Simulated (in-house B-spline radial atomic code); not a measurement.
A run on Tc2+ that did not converge. Method: scalar-relativistic (X2C) wB97X, spin-polarised, spherical fractional occupations, exact exchange averaged over the configuration, Fermi nucleus of rms radius 4.41117 fm; computed with an all-electron radial atomic-structure program (B-spline basis).

Command:
```bash
python run_scf.py task.json out
```
Settings (nuclear radius in fm, mass in u):
```
Z                43
configuration    [Kr] 4d5
hamiltonian      x2c
method           wb97x
spin_polarised   True
nucleus          fermi
rms_radius       4.41117
atomic_mass      96.90636
speed_of_light   137.035999084
exact_exchange   averaged over the configuration
```

First and last ten iterations of the last attempt (damped for 15 steps, keeping 80 % of the old Fock matrix, then DIIS):
```
 iter        energy (Eh)    residual
    1       -4278.453528    4.47e-01
    2       -4282.169705    2.63e-01
    3       -4283.433944    1.82e-01
    4       -4284.055374    1.27e-01
    5       -4284.355250    8.71e-02
    6       -4284.498095    5.84e-02
    7       -4284.565674    4.16e-02
    8       -4284.597628    2.99e-02
    9       -4284.612823    2.16e-02
   10       -4284.620135    1.60e-02
  111       -4284.627584    1.34e-06
  112       -4284.627584    3.28e-06
  113       -4284.627584    1.02e-06
  114       -4284.627584    1.37e-06
  115       -4284.627584    5.66e-07
  116       -4284.627584    5.93e-07
  117       -4284.627584    7.31e-07
  118       -4284.627584    9.37e-07
  119       -4284.627584    9.05e-07
  120       -4284.627584    9.36e-07
 not converged after 120 iterations
```

The smallest residual met was 5.0e-07; the threshold is about 4e-07. Over the last five steps the energy moves by less than 1e-08 hartree, but the orbitals didn't meet the threshold. Run time, properties included: 13 s on 1 thread of Intel(R) Xeon(R) 6975P-C, on a shared host.
